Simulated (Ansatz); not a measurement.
Consider the ligand exchange at the Si–Te bond: `O[Si](O)(O)[TeH]` + `O[SiH2]S` → `O[SiH2]S[Si](O)(O)O` + H₂Te.

Computed with Ansatz on PBE0-D4/def2-TZVP structures; ΔE is electronic, products minus reactants. CCSD(T)/CBS is the MP2 limit (def2-TZVPP, def2-QZVPP) plus CCSD(T) − MP2 in def2-TZVPP, frozen cores. DFT in def2-TZVPP. B3LYP here is the variant with VWN-RPA as its local correlation; programs differ in this. def2 core potentials past Kr. For Te outer-core shells are correlated without core-valence functions, which leaves a few kJ/mol of doubt a bond. One conformer a species, not always the lowest.

```tsv
level	ΔE (kJ/mol)	difference from CCSD(T)/CBS
PBE-D4	-21.4	-2.1
r2SCAN-D4	-25.9	-6.6
PBE0-D4	-22.7	-3.4
B3LYP-D4	-24.0	-4.7
ωB97X-V	-24.1	-4.8
ωB97M-V	-26.4	-7.1
B2PLYP	-17.4	1.9
PBE	-14.4	4.9
r2SCAN	-23.8	-4.5
PBE0	-16.6	2.7
B3LYP	-13.0	6.3
HF/def2-TZVPP	-12.5	6.8
MP2/def2-TZVPP	-21.5	-2.2
SCS-MP2/def2-TZVPP	-20.0	-0.7
CCSD/def2-TZVPP	-22.3	-3.0
CCSD(T)/def2-TZVPP	-24.9	-5.6
HF/def2-QZVPP	-11.6	7.7
MP2/def2-QZVPP	-18.0	1.3
SCS-MP2/def2-QZVPP	-16.8	2.5
HF/CBS(def2)	-11.4	7.9
MP2/CBS(def2)	-15.9	3.4
CCSD/CBS(def2)	-16.7	2.6
CCSD(T)/CBS	-19.3	0
```

Largest T1 diagnostic among the species: 0.012.

The D4 term adds −11.0 kJ/mol with B3LYP and −6.1 kJ/mol with PBE0; it sums over pairs of atoms, weighted by their polarisabilities, and B3LYP, whose exchange is more repulsive, gets the larger term. In def2-TZVPP, CCSD(T) changes the Hartree–Fock value by −12.4 kJ/mol (the triples alone add −2.6 kJ/mol) and MP2 by −9.1 kJ/mol.
